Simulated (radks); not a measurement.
Sc15+, configuration [He] 2s2 2p2.

Calculated with a radial shooting solver on a logarithmic mesh with Libxc functionals: non-relativistic Kohn-Sham, TPSS, spin-polarised, spherical densities, point nucleus; open shells are filled with parallel spins first; meta-GGA in the generalised Kohn-Sham scheme.

Energy parts (Ry):
| part | energy |
|---|---|
| total | -1192.63269 |
| kinetic | 1192.27631 |
| electron-nucleus | -2508.96402 |
| Hartree | 168.00762 |
| exchange-correlation | -43.95261 |

Orbitals (lengths in bohr, moments of r in powers of bohr):
| orbital | occ. | eigenvalue (Ry) | <1/r> |
|---|---|---|---|
| 1s up | 1 | -373.5122 | 20.59 |
| 1s down | 1 | -372.7988 | 20.62 |
| 2s up | 1 | -75.47458 | 4.679 |
| 2s down | 1 | -74.19800 | 4.625 |
| 2p up | 2 | -71.23038 | 4.611 |
| 2p down | 0 | -69.62105 | 4.570 |

The highest occupied level is 2p up at -969.14 eV. Summed over all electrons, <r^2> = 0.4328 bohr^2, which gives a Langevin (diamagnetic) susceptibility term of -0.343 x 10^-6 cm^3/mol. The density falls to 0.001 e/bohr^3 at r = 0.97 bohr. The spin density at the nucleus is 0.835 e/bohr^3 (1s -7.079, 2s 7.914), a Fermi contact field of 43.8 T. The electron density at the nucleus is 6247 e/bohr^3.
